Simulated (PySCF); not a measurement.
From a computed spectrum to the compound

A species of 9 atoms with charge -1 has these harmonic modes (PBE0, small Gaussian bases with core potentials, PySCF 2.14.0):

| cm⁻¹ | km/mol | symmetry |
| --- | --- | --- |
| 35 | 0.5 |  |
| 44 | 1.5 |  |
| 55 | 0.2 |  |
| 56 | 1.0 |  |
| 67 | 3.9 |  |
| 107 | 20.5 |  |
| 116 | 19.5 |  |
| 144 | 0.1 |  |
| 187 | 8.4 |  |
| 253 | 0.0 |  |
| 260 | 49.7 |  |
| 270 | 72.2 |  |
| 270 | 72.7 |  |
| 392 | 0.1 |  |
| 393 | 37.7 |  |
| 396 | 37.5 |  |
| 416 | 17.2 |  |
| 2682 | 7.9 |  |
| 2682 | 7.1 |  |
| 2686 | 7.9 |  |
| 2686 | 5.8 |  |

(1) Which species is it, and in which structure?

Results:

(1) [Ce(SH)4]− (singlet in the valence; each metal's 4f electrons, 1 of them, lie in its core potential, out of spins and levels):
```xyz
9

Ce    0.0000    0.0000    0.0000
S     1.7467    1.4786    1.5670
H     2.7778    1.0698    0.7882
S    -1.7467   -1.4786    1.5670
H    -2.7778   -1.0698    0.7882
S     1.4785   -1.7466   -1.5671
H     1.0692   -2.7775   -0.7891
S    -1.4785    1.7466   -1.5671
H    -1.0692    2.7775   -0.7891
```
Ideal gas at 298.15 K and 1 bar: S = 501.0 J/(mol K), Cp = 160.4 J/(mol K), H − H(0 K) = 36.0 kJ/mol (rigid rotor, harmonic modes, spin degeneracy alone, that of the 4f electrons in the core included; the modes under 60 cm⁻¹ make these uncertain). An lcecp potential fixes the number of 4f electrons, so in runs with it no electron can move into or out of that shell.
 The answer isn't unique; the calculation gave this one.
